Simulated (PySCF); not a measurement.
1,1,1,3,3-pentafluoropropane, SMILES FC(F)(CC(F)F)F, B3LYP/def2-SVP optimised geometry.

```
11

F     -1.71     1.76     0.28
C     -1.37     0.45     0.19
F     -2.01    -0.08    -0.88
C      0.14     0.35     0.00
C      0.67    -1.07     0.00
F      0.26    -1.76    -1.07
F      2.01    -1.07     0.00
F      0.27    -1.74     1.10
H     -1.72    -0.06     1.10
H      0.41     0.83    -0.95
H      0.63     0.90     0.82
```

Density from B3LYP/def2-TZVP in PySCF 2.14.0 at that geometry.

Minimum of the electron density along straight lines between bonded atoms, close to the bond critical point (lines longer than 1.1 times the sum of covalent radii, or with two minima, are not listed):

| bond | length / Å | ρ at the minimum / e bohr⁻³ | ∇²ρ there / e bohr⁻⁵ | position (fraction from the first atom) |
|---|---|---|---|---|
| F1–C2 | 1.358 | 0.266 | -0.35 | 0.66 |
| C2–F3 | 1.356 | 0.268 | -0.35 | 0.34 |
| C2–C4 | 1.518 | 0.264 | -0.71 | 0.52 |
| C4–C5 | 1.515 | 0.268 | -0.73 | 0.47 |
| C5–F6 | 1.338 | 0.289 | -0.54 | 0.34 |
| C5–F7 | 1.342 | 0.286 | -0.53 | 0.34 |
| C5–F8 | 1.349 | 0.281 | -0.54 | 0.35 |
| C2–H9 | 1.104 | 0.294 | -1.09 | 0.66 |
| C4–H10 | 1.100 | 0.277 | -0.95 | 0.65 |
| C4–H11 | 1.099 | 0.277 | -0.95 | 0.65 |
